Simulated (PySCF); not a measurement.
²⁹Si chemical shifts

A single conformation, no solvent model, averaged over atoms made equivalent by symmetry, fast rotation or ring inversion, relativity neglected. NMR shieldings at PBE0/pcSseg-1/GIAO; geometry from GFN2-xTB; PySCF 2.14.

Shieldings were converted by a linear fit to measured shifts: ²⁹Si: δ = 279.94 − 0.822σ (rms 8.9 ppm, 72 shifts, 25.8 ppm with the 6 outliers that the fit left out vs TMS, solution or neat liquid). Occasional misses reach two or three times the rms, and more in compound classes unlike the fitted ones.

Give the ²⁹Si shifts of `P[Si@H]1CNC[SiH2]1`, `C#C[SiH2]/C(=C\SC)CC`, `[SiH3]C/C=N/[SiH2]P`, `O=CO[Si@@H]1C[SiH2][SiH2][SiH2]1`, `C=NCOC[Si@@H](C)[SiH3]`, `CC(=O)[Si]([SiH3])([SiH3])C#N`.

Answers


```json
{"compound": "[PH2:1][Si@H:2]1[CH2:3][NH:4][CH2:5][SiH2:6]1", "environment": "Si2: silicon bonded to C, P, Si, H, in a 5-membered ring", "δ (ppm)": "-46.6"}
{"compound": "[PH2:1][Si@H:2]1[CH2:3][NH:4][CH2:5][SiH2:6]1", "environment": "Si6: silicon bonded to C, Si, 2 H, in a 5-membered ring", "δ (ppm)": "-65.1"}
{"compound": "C#C[SiH2]/C(=C\\SC)CC", "environment": "silicon bonded to 2 C, 2 H", "δ (ppm)": "-70.8"}
{"compound": "[SiH3:1][CH2:2]/[CH:3]=[N:4]/[SiH2:5][PH2:6]", "environment": "Si5: silicon bonded to N, P, 2 H", "δ (ppm)": "-43.7"}
{"compound": "[SiH3:1][CH2:2]/[CH:3]=[N:4]/[SiH2:5][PH2:6]", "environment": "Si1: silicon bonded to C, 3 H", "δ (ppm)": "-65.4"}
{"compound": "[O:1]=[CH:2][O:3][Si@@H:4]1[CH2:5][SiH2:6][SiH2:7][SiH2:8]1", "environment": "Si4: silicon bonded to C, O, Si, H, in a 5-membered ring", "δ (ppm)": "9.6"}
{"compound": "[O:1]=[CH:2][O:3][Si@@H:4]1[CH2:5][SiH2:6][SiH2:7][SiH2:8]1", "environment": "Si6: silicon bonded to C, Si, 2 H, in a 5-membered ring", "δ (ppm)": "-60.4"}
{"compound": "[O:1]=[CH:2][O:3][Si@@H:4]1[CH2:5][SiH2:6][SiH2:7][SiH2:8]1", "environment": "Si7: silicon bonded to 2 Si, 2 H, in a 5-membered ring", "δ (ppm)": "-103.6"}
{"compound": "[O:1]=[CH:2][O:3][Si@@H:4]1[CH2:5][SiH2:6][SiH2:7][SiH2:8]1", "environment": "Si8: silicon bonded to 2 Si, 2 H, in a 5-membered ring", "δ (ppm)": "-106.7"}
{"compound": "[CH2:1]=[N:2][CH2:3][O:4][CH2:5][Si@@H:6]([CH3:7])[SiH3:8]", "environment": "Si6: silicon bonded to 2 C, Si, H", "δ (ppm)": "-42.1"}
{"compound": "[CH2:1]=[N:2][CH2:3][O:4][CH2:5][Si@@H:6]([CH3:7])[SiH3:8]", "environment": "Si8: silicon bonded to Si, 3 H", "δ (ppm)": "-107.4"}
{"compound": "[CH3:1][C:2](=[O:3])[Si:4]([SiH3:5])([SiH3:6])[C:7]#[N:8]", "environment": "Si4: silicon bonded to 2 C, 2 Si", "δ (ppm)": "-89.2"}
{"compound": "[CH3:1][C:2](=[O:3])[Si:4]([SiH3:5])([SiH3:6])[C:7]#[N:8]", "environment": "Si5/6: silicon bonded to Si, 3 H (×2)", "δ (ppm)": "-92.5"}
```
